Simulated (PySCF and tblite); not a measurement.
Values are calculated unless marked as measured or tabulated.
C₆H₉F₃S, numbered as in [F:1][C:2]([F:3])([F:4])[CH:5]1[CH2:6][CH2:7][S:8][CH2:9][CH2:10]1.

Level: PBE0-D3(BJ)/def2-SVP//GFN2-xTB, thermal terms from GFN2-xTB, symmetry numbers and mirror pairs counted. Conformers within 3 kcal/mol (GFN2-xTB free energy) were kept, 10 at most. Codes: tblite and PySCF.

The 6-ring runs over atoms 5–6–7–8–9–10.

| conformer | shape | symmetry |
| --- | --- | --- |
| 1 | 6-ring chair (C2 axial) | Cs |
| 2 | 6-ring chair (all substituents equatorial) | Cs |

Which of these conformers is the most populated at 298.15 K, and with what share?

Conformer 2, about 90 %.

Give the DFT energies and free energies relative to the lowest, and all weights.


| conformer | shape | E(DFT) kcal/mol | G(298.15 K) kcal/mol | weight % |
| --- | --- | --- | --- | --- |
| 1 | 6-ring chair (C2 axial) | 0.80 | 1.27 | 10.4 |
| 2 | 6-ring chair (all substituents equatorial) | 0.00 | 0.00 | 89.6 |

How does its share change from 220 K to 380 K?

From 94 % to 86 %; the mixing entropy goes from 0.45 to 0.82 cal/(mol K).


Conformer gaps in def2-SVP on xTB geometries can be 2 kcal/mol too large for S=O, P=O and other polar bonds.